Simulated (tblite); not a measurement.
C7H9O2P.
Z-matrix (Å and degrees, GFN2-xTB geometry), rows numbered from 1:
```
C 
C   1  1.3218
P   2  1.8249  1  122.65
C   3  1.8850  2   97.41  1  -151.27
O   4  1.3993  3  114.43  2   -48.56
C   3  1.8194  2   95.87  1   110.96
C   6  1.3681  3  131.40  2   -49.97
C   7  1.4142  6  106.18  3  -173.69
C   8  1.3598  7  106.12  6     0.60
O   9  1.3449  8  110.66  7    -0.18
H   1  1.0778  2  121.58  3     0.17
H   1  1.0789  2  122.02  3  -179.74
H   2  1.0845  1  121.86  3  -179.42
H   4  1.0939  3  106.99  2    69.57
H   4  1.0987  3  108.13  2  -173.92
H   5  0.9648  4  108.40  3   -67.75
H   7  1.0711  6  126.32  3     6.85
H   8  1.0707  7  126.89  6  -179.50
H   9  1.0721  8  132.30  7  -179.57
```

Computed values, GFN2-xTB/tblite, gas phase, harmonic and unscaled. This tight-binding method is rough: wavenumbers can miss measured ones by several per cent, in bad cases by 10 to 20. One conformer, not necessarily the lowest.

Harmonic wavenumbers (cm⁻¹): 26.1, 39.6, 85.6, 116.6, 122.5, 176.7, 242.2, 267.0, 306.7, 389.2, 418.9, 476.5, 561.1, 585.2, 621.2, 661.3, 716.4, 758.8, 818.4, 826.5, 847.0, 856.3, 900.5, 903.9, 1002.2, 1006.8, 1033.5, 1065.7, 1083.5, 1104.6, 1119.7, 1171.2, 1209.5, 1224.0, 1259.1, 1310.6, 1359.4, 1394.8, 1430.6, 1437.3, 1552.5, 1665.1, 2877.7, 2958.8, 3013.2, 3082.9, 3111.1, 3166.1, 3178.4, 3188.9, 3523.5.

A = 1704, B = 958.0, C = 718.3 MHz; mass 156.034 u (most abundant isotopes); point group C1, symmetry number 1.

Task: Zero-point energy?

Result: Half the sum of the wavenumbers: 31127 cm⁻¹ = 89.00 kcal/mol.

Task: Give the ideal-gas entropy at 350 K and 1 bar in the rigid-rotor, harmonic-oscillator model (classical rotation).

Result: Translation 41.87, rotation 30.47, vibration 41.06: S = 113.4 cal/(mol K).

Task: And Cp and H(350 K) − H(0)?

Result: Cp = 47.30 cal/(mol K), of which vibrations give 39.35 (their classical limit is 51 R = 101.3); H(350 K) − H(0) = 9.85 kcal/mol without the zero-point energy, 7.07 from vibrations.

Task: How do the functions run with temperature in this model?

Result: 
| T (K) | S (cal/(mol K)) | Cp (cal/(mol K)) | H − H(0) (kcal/mol) | G − H(0) (kcal/mol) | ln q(vib) |
| --- | --- | --- | --- | --- | --- |
| 150 | 84.0 | 25.4 | 2.61 | -9.99 | 4.51 |
| 250 | 99.4 | 36.2 | 5.67 | -19.19 | 7.56 |
| 298.15 | 106.3 | 41.6 | 7.55 | -24.14 | 8.98 |
| 400 | 120.0 | 52.3 | 12.35 | -35.67 | 11.94 |
| 600 | 144.4 | 67.8 | 24.48 | -62.18 | 17.59 |
| 900 | 174.8 | 81.6 | 47.09 | -110.23 | 25.45 |

q(vib) and H(0) count from the zero-point level.

Task: Blend soft modes into free rotors: weight 1/[1 + (100 cm⁻¹/ν̃)⁴] for the oscillator and the rest for a rotor with moment μB/(μ + B), μ = h/(8π²ν), B = 10⁻⁴⁴ kg m². What vibrational entropy results?

Result: 36.39 cal/(mol K) in place of 41.06, which changes −T·S at 350 K by +1.63 kcal/mol.

Hindered rotation and anharmonicity are outside this model. Other conformers, if any are populated, would add a mixing term that is left out. The structure is chiral; the term R ln 2 for an equal mix with its mirror image is left out.
